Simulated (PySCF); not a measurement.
CdCl2: BP86 against PBE0

Base calculation in PySCF with density fitting and no spin–orbit coupling, BP86/def2-TZVP (scalar-relativistic core potentials): singlet, D∞h, Cd–Cl 2.279 Å (×2); wavenumbers 84 (×2), 318, 408 cm⁻¹; gap between the highest occupied and lowest empty levels 4.34 eV, polar-tensor charge of Cd 0.96 e, atomisation energy (no zero-point energy) 540 kJ/mol.

Problem. What changes on going to PBE0/def2-TZVP (scalar-relativistic core potentials)?

Solution. The point group stays the same. Changes: mean bond to Cd -0.014 Å, highest wavenumber +15 cm⁻¹, lowest wavenumber +2 cm⁻¹, gap between the highest occupied and lowest empty levels +2.36 eV, polar-tensor charge of Cd +0.09 e, atomisation energy (no zero-point energy) +17 kJ/mol. The new structure has Cd–Cl 2.265 Å (×2), with wavenumbers 86 (×2), 332, 423 cm⁻¹.

The structures come from searches over a few start shapes, so lower isomers are not excluded.
